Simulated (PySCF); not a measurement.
Question: Write Cartesian coordinates for `C[C@@H]1C=C[C@H]1OC(F)F` as optimised with GFN2-xTB.

Answer: 
```
atom  x, y, z in Å
C1    -1.6142    1.1064    0.3143
C2    -0.6931    0.2774   -0.5631
C3    -1.2677   -0.9607   -1.2081
C4    -0.4113   -1.7960   -0.6293
C5     0.2692   -0.7150    0.1667
O6     1.6602   -0.5846   -0.0955
C7     2.2854    0.3597    0.6225
F8     3.6081    0.1749    0.5242
F9     2.0504    1.6150    0.1412
H10   -2.1105    0.4755    1.0490
H11   -2.3739    1.5879   -0.2966
H12   -1.0493    1.8768    0.8346
H13   -0.1547    0.9161   -1.2650
H14   -2.0938   -1.0847   -1.8827
H15   -0.2243   -2.8514   -0.6710
H16    0.1050   -0.7662    1.2514
H17    2.0077    0.3809    1.6975
```

Orientation and origin are arbitrary. Atoms count from 1 in this order. The C–O distances run from 1.341 Å (O6–C7, drawn single) to 1.422 Å (C5–O6, drawn single), a spread of 0.081 Å. The 5 C–C bonds span 1.329 Å (C3=C4, drawn double) to 1.563 Å (C2–C5, drawn single), a spread of 0.234 Å. The 2 C–F bonds span 1.339 Å (C7–F8, drawn single) to 1.365 Å (C7–F9, drawn single), a spread of 0.026 Å. Of the pairs four or more bonds apart, H16···H17 is among the closest relative to their van der Waals radii: 2.27 Å, 94 % of the sum of Bondi's values.

Bonds between heavy atoms (Å): C1–C2 1.518, C2–C3 1.510, C3=C4 1.329, C4–C5 1.505, C5–O6 1.422, O6–C7 1.341, C7–F8 1.339, C7–F9 1.365, C2–C5 1.563.

Computed geometry: GFN2-xTB, gas phase.

Point group: C1 (no symmetry element, even within 0.4 Å). Stationary, but not proved a minimum. The numbers are those of one conformer (C4–C5–O6–C7 -179°, C5–O6–C7–F8 166°).
